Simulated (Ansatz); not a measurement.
`[CH3][Mo]([OH])(=[S])=[S]` + H₂O → `[OH][Mo]([OH])(=[S])=[S]` + CH₄ at 298.15 K and 1 bar (formal hydrolysis of a Mo–C bond).

Isolated molecules relaxed with PBE0-D4/def2-TZVP in Ansatz; ΔE leaves out vibrations. CCSD(T)/CBS is the MP2 limit (def2-TZVPP, def2-QZVPP) plus CCSD(T) − MP2 in def2-TZVPP, frozen cores. This one scheme is used for every species. Elements past krypton have def2 core potentials. For Mo outer-core shells are correlated without core-valence functions, which leaves a few kJ/mol of doubt a bond. One conformer a species, not always the lowest.

| species | CCSD(T)/CBS energy (Eh) | H − E (kJ/mol) | S (J/(mol·K)) |
| --- | --- | --- | --- |
| `[CH3][Mo]([OH])(=[S])=[S]` | -979.43620 | 161.0 | 367.5 |
| H₂O | -76.37941 | 66.4 | 188.7 |
| `[OH][Mo]([OH])(=[S])=[S]` | -1015.38732 | 101.3 | 351.0 |
| CH₄ | -40.46206 | 127.4 | 186.2 |

H − E and S are ideal-gas, rigid-rotor, harmonic terms from PBE0-D4/def2-TZVP, for one conformer and one mirror image of each species. 1 Eh = 2625.50 kJ/mol, R = 8.31446 J/(mol·K).

Problem. By hand: ΔE, ΔH, ΔS and ΔG.

Solution. ΔE = (-1015.38732) + (-40.46206) − (-979.43620) − (-76.37941) = -0.03377 Eh = -88.7 kJ/mol. Δ(H − E) = 101.3 + 127.4 − 161.0 − 66.4 = 1.3, so ΔH = -87.4 kJ/mol. ΔS = 351.0 + 186.2 − 367.5 − 188.7 = -19.0 J/(mol·K). ΔG = -87.4 − 298.15 × (-19.0)/1000 = -81.7 kJ/mol.

Problem. By hand: the equilibrium constant, and the temperature at which ΔG would vanish if ΔH and ΔS stayed fixed.

Solution. log₁₀ K = −ΔG/(RT ln 10) = 14.3. ΔG = 0 at ΔH/ΔS = 4600 K, far beyond where these terms or the molecules hold.

ΔH outweighs TΔS. A doubt of 5 kJ/mol in ΔE shifts log₁₀ K by 0.9 here. Other conformers and mirror images would add mixing entropy, several J/(mol·K) or more a flexible species. These are equilibria of isolated gas molecules and say nothing of rates. Largest T1 diagnostic: 0.025 (customary marks: 0.02 for closed shells, 0.045 for open ones).
